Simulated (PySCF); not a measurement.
F4Ge. Atoms are numbered in the order given.

```xyz
5

F      0.9855     0.9855    -0.9855
Ge     0.0000     0.0000     0.0000
F     -0.9855     0.9855     0.9855
F     -0.9855    -0.9855    -0.9855
F      0.9855    -0.9855     0.9855
```
Charge 0, spin multiplicity 1.

Geometry: TPSSh-D3(BJ)/def2-SVP. The isomer is the one that the SMILES or the coordinates give; other isomers of the formula were not compared.

The numbers are results of PBE0/pcSseg-1 run with PySCF, not measurements.

GIAO shieldings, no solvent; atoms alike by connectivity are averaged. δ = σ(ref) − σ: ¹⁹F against CFCl3 (σ = 167.2 ppm); ⁷³Ge against GeH4 (σ = 1658.3 ppm), references at their B3LYP-D3(BJ)/def2-TZVP geometries, non-relativistic.

Computed chemical shifts:
| nucleus | atoms | count | δ (ppm) |
|---|---|---|---|
| ¹⁹F | F1, F3, F4, F5 | 4 | -165.3 |
| ⁷³Ge | Ge2 | 1 | 187.6 |
